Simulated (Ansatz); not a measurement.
`B[Si](Cl)(Cl)Cl` + H₂ → `Cl[SiH](Cl)Cl` + BH₃ at 500 K and 1 bar (hydrogenolysis of the Si–B bond).

Program: Ansatz. Geometries: PBE0-D4/def2-TZVP. ΔE: electronic, gas phase. CCSD(T)/CBS is the MP2 limit (def2-TZVPP, def2-QZVPP) plus CCSD(T) − MP2 in def2-TZVPP, frozen cores. This one scheme is used for every species.

```json
{"species": "`B[Si](Cl)(Cl)Cl`", "CCSD(T)/CBS energy (Eh)": "-1694.53226", "H − E (kJ/mol)": "113.3", "S (J/(mol·K))": "429.0"}
{"species": "H₂", "CCSD(T)/CBS energy (Eh)": "-1.17544", "H − E (kJ/mol)": "41.0", "S (J/(mol·K))": "145.5"}
{"species": "`Cl[SiH](Cl)Cl`", "CCSD(T)/CBS energy (Eh)": "-1669.16736", "H − E (kJ/mol)": "70.1", "S (J/(mol·K))": "357.1"}
{"species": "BH₃", "CCSD(T)/CBS energy (Eh)": "-26.55200", "H − E (kJ/mol)": "86.8", "S (J/(mol·K))": "208.8"}
```

H − E and S are ideal-gas, rigid-rotor, harmonic terms from PBE0-D4/def2-TZVP. The MP2-based limit puts H₂ 0.8 mEh under its directly extrapolated value; such offsets cancel only in part. 1 Eh = 2625.50 kJ/mol, R = 8.31446 J/(mol·K).

**Question.** By hand: ΔE, ΔH, ΔS and ΔG.

**Answer.** ΔE = (-1669.16736) + (-26.55200) − (-1694.53226) − (-1.17544) = -0.01166 Eh = -30.6 kJ/mol. Δ(H − E) = 70.1 + 86.8 − 113.3 − 41.0 = 2.6, so ΔH = -28.0 kJ/mol. ΔS = 357.1 + 208.8 − 429.0 − 145.5 = -8.6 J/(mol·K). ΔG = -28.0 − 500 × (-8.6)/1000 = -23.7 kJ/mol.

**Question.** By hand: the equilibrium constant, and the temperature at which ΔG would vanish if ΔH and ΔS stayed fixed.

**Answer.** log₁₀ K = −ΔG/(RT ln 10) = 2.5. ΔG = 0 at ΔH/ΔS = 3256 K, far beyond where these terms or the molecules hold.

The number of gas molecules stays the same, so ΔS is small and ΔH decides. A doubt of 5 kJ/mol in ΔE shifts log₁₀ K by 0.5 here. These are equilibria of isolated gas molecules and say nothing of rates. Largest T1 diagnostic: 0.010 (customary marks: 0.02 for closed shells, 0.045 for open ones).
